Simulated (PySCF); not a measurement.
This triplet is an excited state, 0.35 eV above the relaxed singlet at the level PBE-D3(BJ)/def2-TZVP // r2SCAN-D4/def2-SVP (PySCF).

Cartesian coordinates (Å):
```xyz
19

Co     0.0611    -0.0205    -0.0047
O      1.1667    -1.3747    -1.0344
H      1.9282    -1.8868    -0.6910
H      1.0433    -1.6417    -1.9691
O      1.5773     1.1719     0.0554
H      1.4589     2.1321     0.2348
H      2.3231     1.0748    -0.5791
O     -0.6189     0.7244    -1.7113
H     -1.4320     0.3896    -2.1481
H     -0.2638     1.4455    -2.2745
O     -1.4559    -1.2123    -0.0644
H     -2.2028    -1.1118     0.5682
H     -1.3396    -2.1733    -0.2407
O      0.7391    -0.7641     1.7033
H      1.5517    -0.4303     2.1419
H      0.3834    -1.4868     2.2641
O     -1.0449     1.3337     1.0258
H     -1.8031     1.8500     0.6815
H     -0.9243     1.5957     1.9623
```
Charge +3, spin multiplicity 3.

Task: What is the computed charge on the central atom (meta-Löwdin), spin population on the central atom (Mulliken), total energy, highest occupied spin orbital and charge on the central atom (Mulliken) (PBE-D3(BJ)/def2-TZVP // r2SCAN-D4/def2-SVP (PySCF))?

Result: 
```json
{
 "charge on the central atom (meta-Löwdin)": "1.38 e",
 "spin population on the central atom (Mulliken)": "1.70",
 "total_energy": "-1839.7335 Ha",
 "highest_occupied_spin_orbital": "-20.82 eV",
 "charge on the central atom (Mulliken)": "0.49 e"
}
```
